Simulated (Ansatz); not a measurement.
C3H9Sb (SMILES C[Sb](C)C): methods side by side

The species is C3H9Sb (13 atoms), meant as a singlet with charge 0. As SMILES, `C[Sb](C)C`. The shape is that of a PBE0-D4/def2-TZVP optimisation.

Each level gives the HOMO–LUMO gap (eV). The values are calculated.

| level | kind | program | value (eV) |
| --- | --- | --- | --- |
| HF/def2-SVP (core potential) | Hartree–Fock | Ansatz | 12.20 |
| SVWN5/def2-SVP (core potential) | LDA | Ansatz | 5.20 |
| revPBE/def2-SVP (core potential) | GGA | Ansatz | 5.28 |
| r2SCAN/def2-SVP (core potential) | meta-GGA | Ansatz | 5.71 |
| r2SCAN0/def2-SVP (core potential) | hybrid meta-GGA | Ansatz | 7.32 |
| HSE06/def2-SVP (core potential) | range-separated hybrid | Ansatz | 6.26 |
| B2PLYP/def2-SVP (core potential) | double hybrid | Ansatz | 8.91 |

The values span 5.20 to 12.20 eV. Orbital gaps aren't excitation energies, and those of double hybrids come from the SCF part alone; they tend to grow with the share of exact exchange.
